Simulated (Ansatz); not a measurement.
Reaction (formal hydrolysis of the Si–C bond): `N=C(O)[SiH2][SiH3]` + H₂O → `O[SiH2][SiH3]` + `N=CO`

Calculated with Ansatz (gas phase, PBE0-D4/def2-TZVP geometries, no zero-point term in ΔE). CCSD(T)/CBS is the MP2 limit (def2-TZVPP, def2-QZVPP) plus CCSD(T) − MP2 in def2-TZVPP, frozen cores. This one scheme is used for every species. Each species was taken in one conformer, which may not be the lowest.

| species | HF/CBS(def2) energy (Eh) |
| --- | --- |
| `N=C(O)[SiH2][SiH3]` | -749.22854 |
| H₂O | -76.06721 |
| `O[SiH2][SiH3]` | -656.33914 |
| `N=CO` | -168.99931 |

Problem. Work out ΔE.

Solution. ΔE = (-656.33914) + (-168.99931) − (-749.22854) − (-76.06721) = -0.04270 Eh = -112.1 kJ/mol. CCSD(T)/CBS gives -82.7 kJ/mol.

Largest T1 diagnostic among the species: 0.015.

In def2-TZVPP, CCSD(T) changes the Hartree–Fock value by +26.1 kJ/mol (the triples alone add +4.4 kJ/mol) and MP2 by +25.2 kJ/mol. From PBE to PBE0 (25 % exact exchange), in def2-TZVPP and without D4, ΔE moves by −4.6 kJ/mol. The D4 term adds +8.2 kJ/mol with B3LYP and +4.7 kJ/mol with PBE0; it sums over pairs of atoms, weighted by their polarisabilities, and B3LYP, whose exchange is more repulsive, gets the larger term.

B3LYP here is the variant with VWN-RPA as its local correlation; programs differ in this.
